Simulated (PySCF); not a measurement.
Si(Cl)(Br)(OH)(OMe) (CH4BrClO2Si), SMILES CO[Si](O)(Cl)Br. Atoms are numbered in the order given.

```xyz
10

C     -2.3699    -0.0847    -1.4087
O     -1.2890     0.7569    -1.0442
Si     0.1804     0.2687    -0.5335
O      0.9095    -0.5852    -1.7355
Cl     1.2436     1.9504    -0.0368
Br    -0.0041    -1.0239     1.2812
H     -2.1050    -0.7247    -2.2670
H     -2.6751    -0.7283    -0.5658
H     -3.2186     0.5548    -1.6904
H      1.7310    -1.0494    -1.5337
```

The structure is a stationary point at B3LYP-D3(BJ)/def2-SVP. The values are those of a single conformer.

Two levels are set side by side: PBE/pcSseg-1 (PySCF) and B3LYP/pcSseg-1 (PySCF). GIAO shifts against H2O (¹⁷O), HCl (³⁵Cl), TMS (²⁹Si), TMS (¹H), TMS (¹³C) at the same level; non-relativistic, no solvent, atoms listed together averaged. Without spin–orbit terms, shifts of atoms bonded to Cl or Br come out too high at both levels. Differences are taken from unrounded values.

| quantity | PBE |
|---|---|
| δ(¹³C) of C1 (ppm) | 57.8 |
| δ(¹⁷O) of O2 (ppm) | 77.9 |
| δ(²⁹Si) of Si3 (ppm) | -25.6 |
| δ(¹⁷O) of O4 (ppm) | 113.3 |
| δ(³⁵Cl) of Cl5 (ppm) | 146.5 |
| δ(¹H) of H7, H8, H9 (ppm) | 4.20 |
| δ(¹H) of H10 (ppm) | 2.89 |

**Question.** These are the PBE values. What does B3LYP give? (An estimate is asked for; the answer gives what the named calculation found.)

**Answer.** 
```
quantity                   B3LYP  PBE minus B3LYP
-------------------------  -----  ---------------
δ(¹³C) of C1 (ppm)          56.8              1.0
δ(¹⁷O) of O2 (ppm)          66.5             11.4
δ(²⁹Si) of Si3 (ppm)       -25.8              0.2
δ(¹⁷O) of O4 (ppm)         102.9             10.4
δ(³⁵Cl) of Cl5 (ppm)       121.4             25.1
δ(¹H) of H7, H8, H9 (ppm)   4.14             0.06
δ(¹H) of H10 (ppm)          2.87             0.02
```

Rough cost on one machine, each run with all the roots and properties that it gave: B3LYP against PBE within a factor of 2.
